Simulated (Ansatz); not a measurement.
Consider the redistribution: `[SH][AlH][SH]` + `CNBS` → `C[NH][AlH][SH]` + `SBS`.

Gas-phase electronic energies from Ansatz, PBE0-D4/def2-TZVP geometries. CCSD(T)/CBS is the MP2 limit (def2-TZVPP, def2-QZVPP) plus CCSD(T) − MP2 in def2-TZVPP, frozen cores. This one scheme is used for every species. DFT in def2-TZVPP. HSE06 is defined as in plane-wave codes. One conformer a species, not always the lowest.

`[SH][AlH][SH]`:

Z-matrix (Å, degrees):
```
Al
S 1 2.178
S 1 2.178 2 116.1
H 1 1.576 2 122.0 3 180.0
H 2 1.344 1 92.3 3 180.0
H 3 1.345 1 92.3 2 180.0
```

`CNBS`:

```xyz
10

C    -1.348    0.149    0.776
N    -0.036    0.489    0.280
B     0.750   -0.303   -0.549
S     2.388    0.286   -1.079
H    -1.368    0.108    1.869
H    -2.102    0.872    0.448
H    -1.630   -0.832    0.394
H     0.301    1.388    0.587
H     0.348   -1.368   -0.911
H     2.698   -0.790   -1.814
```

`C[NH][AlH][SH]`:

Z-matrix (Å, degrees):
```
C
N 1 1.445
H 1 1.096 2 112.4
H 1 1.096 2 112.3 3 -121.7
H 1 1.092 2 110.2 3 119.2
Al 2 1.766 1 131.3 3 -118.3
H 2 1.010 1 111.7 3 61.6
S 6 2.189 2 121.3 1 0.3
H 6 1.576 2 119.4 1 -179.7
H 8 1.344 6 94.3 2 0.5
```

`SBS`:

Cartesian coordinates in Å:
```
S 1.371 -0.802 0.890
B 0.223 -0.202 -0.336
S -1.183 0.818 0.084
H 0.810 -0.258 1.985
H 0.444 -0.519 -1.462
H -1.665 0.962 -1.160
```

(1) Is it downhill or uphill in electronic energy at CCSD(T)/CBS, and by how much? (Best estimate.)

(2) What do these levels give: ωB97M-V, revPBE, HSE06, SCS-MP2/def2-TZVPP, HF/CBS(def2), MP2/CBS(def2)? (Best estimate.)

(3) What do rigid-rotor, harmonic-oscillator terms from PBE0-D4/def2-TZVP frequencies (298.15 K, 1 bar) make of the CCSD(T)/CBS value? (Best estimate.)

Largest T1 diagnostic among the species: 0.014.

Results:

(1) Ansatz gave: Uphill: ΔE = +71.8 kJ/mol.

(2) The calculation gave: ωB97M-V 73.6, revPBE 71.6, HSE06 75.8, SCS-MP2/def2-TZVPP 69.5, HF/CBS(def2) 80.3, MP2/CBS(def2) 70.9 kJ/mol.

(3) Computed: ΔZPE = -2.4 kJ/mol, ΔH = +69.3 kJ/mol, ΔS = 8 J/(mol·K), ΔG = +67.0 kJ/mol.

From PBE to PBE0 (25 % exact exchange), in def2-TZVPP and without D4, ΔE moves by +4.1 kJ/mol. In def2-TZVPP, CCSD(T) changes the Hartree–Fock value by −10.5 kJ/mol (the triples alone add −1.7 kJ/mol) and MP2 by −11.4 kJ/mol. Leaving LDA and LC-ωPBE aside and taking each functional with its dispersion term where it has one, the values, not all of them listed here, spread over 8.7 kJ/mol, from BLYP-D4 to PBE-QIDH.
